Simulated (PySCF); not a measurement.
FH₇OSi₃, SMILES O[Si@H]([SiH2][SiH3])F. The structure is a stationary point at r2SCAN-D4/def2-SVP. The structure was generated by enumeration; whether it is a known compound was not checked. One conformer was computed; it need not be the lowest.

Question: Give the equilibrium geometry at r2SCAN-D4/def2-SVP (PySCF confirms it by a frequency run) as bond lengths and angles. (An estimate is asked for; the answer gives what the named calculation found.)

Answer: One answer among several that fit: 
Atoms: O1 Si2 F3 Si4 Si5 H6 H7 H8 H9 H10 H11 H12. Bond lengths (Å): O1–Si2 1.659, O1–H6 0.965, Si2–F3 1.632, Si2–Si4 2.336, Si2–H7 1.493, Si4–Si5 2.347, Si4–H8 1.498, Si4–H9 1.496, Si5–H10 1.493, Si5–H11 1.495, Si5–H12 1.494. Angles (°): Si2–O1–H6 118.5, O1–Si2–F3 109.5, O1–Si2–Si4 103.7, O1–Si2–H7 111.2, F3–Si2–Si4 109.0, F3–Si2–H7 105.3, Si4–Si2–H7 118.0, Si2–Si4–Si5 105.8, Si2–Si4–H8 110.1, Si2–Si4–H9 110.3, Si5–Si4–H8 110.3, Si5–Si4–H9 111.7, H8–Si4–H9 108.6, Si4–Si5–H10 109.3, Si4–Si5–H11 111.1, Si4–Si5–H12 109.5, H10–Si5–H11 108.9, H10–Si5–H12 109.3, H11–Si5–H12 108.7.
Charge 0, spin multiplicity 1.
